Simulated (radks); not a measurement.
The numbers below are computed, except where a source is named.
Valence configurations of Re I (all share [Xe]). Level of theory: Dirac Kohn-Sham, PBE, spin-unpolarised, spherical densities, finite nucleus; open shells are shared between the two j in proportion to 2j + 1; Fermi nuclear charge, rms radius 5.3698 fm (a radial shooting solver on a logarithmic mesh with Libxc functionals). Energies are relative to 4f14 5d5 6s2; eigenvalues in eV.

valence               E (eV)  e(4f5/2)  e(4f7/2)  e(5d3/2)  e(5d5/2)  e(6p1/2)
4f14 5d5 6s2           0.000   -43.599   -41.088    -5.913    -5.031         -
4f14 5d6 6s1           0.932   -41.394   -38.883    -4.518    -3.704         -
4f14 5d5 6s1.5 6p0.5   2.328   -44.460   -41.949    -6.711    -5.816    -2.164
4f14 5d7               2.500   -39.611   -37.100    -3.405    -2.655         -
4f13.5 5d5.5 6s2      19.430   -48.315   -45.755    -6.461    -5.514         -
4f13.5 5d6 6s1.5      19.583   -47.096   -44.536    -5.674    -4.762         -
4f13.5 5d5 6s2 6p0.5  21.962   -50.507   -47.946    -8.120    -7.124    -2.341
4f13 5d6 6s2          40.978   -53.147   -50.538    -7.011    -5.999         -
4f13 5d5.5 6s2 6p0.5  43.791   -55.414   -52.804    -8.743    -7.682    -2.340
4f13 5d5 6s2 6p1      47.165   -57.688   -55.077   -10.429    -9.319    -2.942

NIST lists [Xe] 4f14 5d5 6s2 as the ground configuration; this level of theory agrees among the configurations tried. The energies are those of spherical spin-averaged densities, not of single terms.
